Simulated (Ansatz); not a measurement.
Steps of a relaxation of CH7NSi2 (`N[SiH]1C[SiH2]1`) with RKS PBE0-D4/def2-TZVP.

```sh
$ ansatz run in.yaml --threads 2 --pin off --events-out ev --progress --plain --max-ram 4352MiB
```

```yaml
crystal:
  periodic: [false, false, false]
  atoms:
    - {symbol: N, position_ang: [-1.412435, 1.276864, -0.623144]}
    - {symbol: Si, position_ang: [0.217447, 0.783104, -0.248886]}
    - {symbol: C, position_ang: [0.346119, -0.474137, 1.178016]}
    - {symbol: Si, position_ang: [0.711738, -1.423981, -0.462306]}
    - {symbol: H, position_ang: [-1.652877, 1.428730, -1.605936]}
    - {symbol: H, position_ang: [-1.849839, 1.997557, -0.040777]}
    - {symbol: H, position_ang: [1.317473, 1.817008, -0.260033]}
    - {symbol: H, position_ang: [-0.596413, -0.739286, 1.692744]}
    - {symbol: H, position_ang: [1.183959, -0.369931, 1.892232]}
    - {symbol: H, position_ang: [2.118598, -1.918508, -0.626516]}
    - {symbol: H, position_ang: [-0.318469, -2.434320, -0.874593]}
basis:
  gaussian: {orbitals: def2-TZVP}
hamiltonian: {xc: pbe0, dispersion: d4}
relax: {f_tol: 0.005, max_steps: 150}
```

Positions (Å) and forces (eV/Å) along the path, 11 of 11 steps:

```xyz
11
step=1 energy=-18387.9819 eV
N    -1.412    1.277   -0.623    0.185    0.439   -0.079
Si    0.217    0.783   -0.249   -0.234   -0.219    0.042
C     0.346   -0.474    1.178   -0.028   -0.002    0.133
Si    0.712   -1.424   -0.462   -0.057    0.182    0.184
H    -1.653    1.429   -1.606    0.167   -0.110    0.618
H    -1.850    1.998   -0.041    0.277   -0.449   -0.364
H     1.317    1.817   -0.260   -0.309   -0.219    0.007
H    -0.596   -0.739    1.693    0.494    0.128   -0.280
H     1.184   -0.370    1.892   -0.439   -0.042   -0.382
H     2.119   -1.919   -0.627   -0.292    0.080    0.034
H    -0.318   -2.434   -0.875    0.235    0.212    0.086
11
step=2 energy=-18388.0283 eV
N    -1.403    1.281   -0.611    0.226    0.118   -0.049
Si    0.212    0.766   -0.258   -0.257   -0.023    0.094
C     0.340   -0.474    1.168    0.030    0.014   -0.080
Si    0.715   -1.418   -0.460   -0.031    0.051    0.146
H    -1.653    1.419   -1.582    0.025   -0.047    0.165
H    -1.816    2.009   -0.039    0.072   -0.149   -0.087
H     1.289    1.800   -0.263   -0.062   -0.063    0.000
H    -0.592   -0.743    1.673    0.136    0.039   -0.089
H     1.164   -0.358    1.877   -0.119   -0.026   -0.114
H     2.108   -1.913   -0.614   -0.069    0.035   -0.006
H    -0.298   -2.426   -0.870    0.049    0.051    0.019
11
step=3 energy=-18388.0355 eV
N    -1.393    1.282   -0.615    0.130    0.031    0.024
Si    0.208    0.765   -0.249   -0.097   -0.005   -0.033
C     0.341   -0.472    1.166    0.012   -0.002   -0.040
Si    0.708   -1.412   -0.452    0.007    0.012   -0.017
H    -1.643    1.409   -1.583   -0.028   -0.025   -0.015
H    -1.814    1.999   -0.045   -0.033    0.001    0.014
H     1.282    1.793   -0.255    0.021    0.009    0.009
H    -0.584   -0.742    1.669   -0.031   -0.013    0.026
H     1.165   -0.363    1.867    0.015    0.014    0.029
H     2.098   -1.898   -0.621    0.014   -0.009    0.004
H    -0.302   -2.416   -0.861   -0.011   -0.013    0.001
11
step=4 energy=-18388.0368 eV
N    -1.388    1.290   -0.612    0.062    0.037   -0.027
Si    0.207    0.764   -0.252   -0.041    0.007   -0.006
C     0.339   -0.472    1.163    0.017   -0.004   -0.006
Si    0.710   -1.412   -0.454    0.000   -0.004   -0.009
H    -1.653    1.398   -1.578   -0.025   -0.015    0.012
H    -1.811    2.007   -0.043   -0.025   -0.006    0.002
H     1.285    1.789   -0.254    0.016    0.003    0.006
H    -0.587   -0.745    1.664   -0.018   -0.008    0.012
H     1.160   -0.359    1.867    0.013    0.003    0.021
H     2.101   -1.899   -0.619    0.010   -0.002   -0.003
H    -0.299   -2.418   -0.861   -0.007   -0.011   -0.001
11
step=5 energy=-18388.0388 eV
N    -1.368    1.316   -0.620    0.018    0.019    0.052
Si    0.213    0.769   -0.247   -0.055    0.020   -0.041
C     0.341   -0.472    1.164    0.001   -0.030    0.034
Si    0.708   -1.409   -0.457    0.017    0.007    0.001
H    -1.681    1.358   -1.574    0.007   -0.012   -0.031
H    -1.818    2.019   -0.054    0.003   -0.009   -0.005
H     1.302    1.782   -0.238    0.008    0.001    0.001
H    -0.586   -0.751    1.663   -0.007    0.008   -0.008
H     1.157   -0.360    1.874    0.010   -0.001   -0.003
H     2.099   -1.892   -0.630    0.001   -0.007   -0.002
H    -0.301   -2.417   -0.860   -0.001    0.003    0.002
11
step=6 energy=-18388.0390 eV
N    -1.366    1.322   -0.618    0.002   -0.005   -0.002
Si    0.211    0.770   -0.246    0.009    0.005    0.002
C     0.341   -0.474    1.165    0.009    0.000   -0.005
Si    0.711   -1.407   -0.457   -0.024   -0.004    0.006
H    -1.685    1.346   -1.572    0.001   -0.001    0.000
H    -1.820    2.025   -0.057   -0.001    0.004    0.000
H     1.304    1.779   -0.236    0.000    0.007   -0.002
H    -0.588   -0.747    1.661    0.001   -0.015   -0.002
H     1.158   -0.364    1.874   -0.001    0.008    0.004
H     2.100   -1.894   -0.632    0.000    0.003    0.001
H    -0.300   -2.413   -0.861    0.002   -0.002   -0.003
11
step=7 energy=-18388.0391 eV
N    -1.365    1.324   -0.619   -0.014    0.001   -0.011
Si    0.211    0.771   -0.245    0.009   -0.006    0.002
C     0.341   -0.474    1.165    0.004   -0.001   -0.003
Si    0.709   -1.406   -0.457    0.000    0.001    0.001
H    -1.686    1.341   -1.572    0.005    0.000    0.010
H    -1.819    2.028   -0.060    0.000    0.003   -0.003
H     1.304    1.780   -0.235   -0.002    0.000    0.002
H    -0.587   -0.753    1.661    0.001    0.003    0.001
H     1.158   -0.362    1.875   -0.003   -0.002    0.000
H     2.099   -1.893   -0.632    0.000    0.001   -0.002
H    -0.301   -2.413   -0.862    0.000    0.000    0.002
11
step=8 energy=-18388.0391 eV
N    -1.367    1.322   -0.616    0.010   -0.021   -0.029
Si    0.211    0.771   -0.242   -0.007    0.004    0.004
C     0.342   -0.476    1.166   -0.002   -0.001   -0.005
Si    0.708   -1.406   -0.458    0.001    0.002    0.010
H    -1.687    1.331   -1.569    0.003   -0.008   -0.009
H    -1.813    2.040   -0.070   -0.013    0.029    0.033
H     1.301    1.784   -0.230    0.001   -0.004    0.000
H    -0.586   -0.753    1.663    0.008    0.001   -0.003
H     1.160   -0.365    1.876    0.000   -0.003    0.002
H     2.098   -1.891   -0.636    0.001    0.000   -0.002
H    -0.302   -2.413   -0.863    0.000    0.001   -0.001
11
step=9 energy=-18388.0391 eV
N    -1.366    1.323   -0.617   -0.003    0.001   -0.007
Si    0.211    0.771   -0.242   -0.002    0.001    0.000
C     0.343   -0.476    1.167   -0.002   -0.002   -0.001
Si    0.708   -1.406   -0.457    0.001    0.002    0.002
H    -1.686    1.331   -1.571    0.003   -0.003    0.001
H    -1.815    2.039   -0.069    0.001    0.003    0.005
H     1.302    1.782   -0.230   -0.001   -0.002    0.000
H    -0.586   -0.754    1.663    0.003    0.000   -0.001
H     1.160   -0.365    1.876   -0.001    0.000    0.001
H     2.098   -1.891   -0.637    0.000   -0.001    0.000
H    -0.302   -2.413   -0.862    0.000    0.000    0.000
11
step=10 energy=-18388.0391 eV
N    -1.366    1.324   -0.617    0.000    0.001    0.000
Si    0.210    0.771   -0.242   -0.001   -0.001    0.000
C     0.343   -0.476    1.167    0.001    0.001    0.000
Si    0.708   -1.406   -0.457    0.001    0.001    0.001
H    -1.687    1.329   -1.571    0.000    0.000    0.000
H    -1.814    2.041   -0.070    0.000    0.001   -0.001
H     1.301    1.782   -0.229    0.000    0.000   -0.001
H    -0.585   -0.755    1.663    0.000   -0.001    0.000
H     1.160   -0.365    1.876   -0.001    0.000    0.000
H     2.098   -1.890   -0.638    0.000   -0.001    0.000
H    -0.302   -2.412   -0.862    0.000    0.000    0.000
11
step=11 energy=-18388.0391 eV
N    -1.367    1.325   -0.617    0.003    0.000    0.002
Si    0.210    0.771   -0.241   -0.002   -0.001   -0.001
C     0.343   -0.476    1.167    0.001    0.001    0.001
Si    0.708   -1.405   -0.457    0.000    0.000   -0.002
H    -1.688    1.325   -1.570   -0.001    0.001    0.000
H    -1.813    2.046   -0.073    0.001   -0.001   -0.002
H     1.301    1.782   -0.228    0.000    0.001    0.001
H    -0.585   -0.756    1.664   -0.001    0.000    0.000
H     1.160   -0.365    1.877    0.000    0.000    0.000
H     2.098   -1.890   -0.639    0.000    0.000    0.000
H    -0.302   -2.412   -0.862    0.000   -0.001    0.001
```

Hardware: 2 threads of an INTEL XEON PLATINUM 8581C on a shared host. Wall time 36 s, peak host memory 0.43 GiB.
